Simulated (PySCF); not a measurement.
# Spinor energies of Ni¹⁰⁺ (nickel, charge +10)

Start: [Ar]. Calculated with PySCF 2.14 in an even-tempered Gaussian basis (20 s from 0.19 bohr⁻², ratio 2.6; 14 p from 0.25 bohr⁻², ratio 2.6; 6 d from 0.25 bohr⁻², ratio 2.8; 3 f from 8.4 bohr⁻², ratio 2.8): generalised Hartree-Fock with the X2C-1e Hamiltonian and a Gaussian nucleus; spin-orbit coupling (SO) screened by Boettger's factors.

```csv
spinor shell,electrons,"ε, screened SO (eV)",weight of nominal j (screened SO),"rms radius, screened SO (bohr)"
1s1/2,2,-8671.4,1.000,0.0624
2s1/2,2,-1325.4,1.000,0.264
2p1/2,2,-1186.3,1.000,0.234
3s1/2,2,-371.37,1.000,0.715
3p1/2,2,-322.48,1.000,0.723
3p3/2,4,-319.38,1.000,0.729
```

Question: Where does 2p3/2 lie, and what is the 2p spin-orbit splitting (screened SO)?

Answer: At -1168.3 eV, 17.967 eV above 2p1/2.

```tsv
quantity	screened SO
E (hartree)	-1482.41531
M_J	0
⟨J²⟩	0.000
⟨L²⟩	0.001
⟨S²⟩	0.001
```
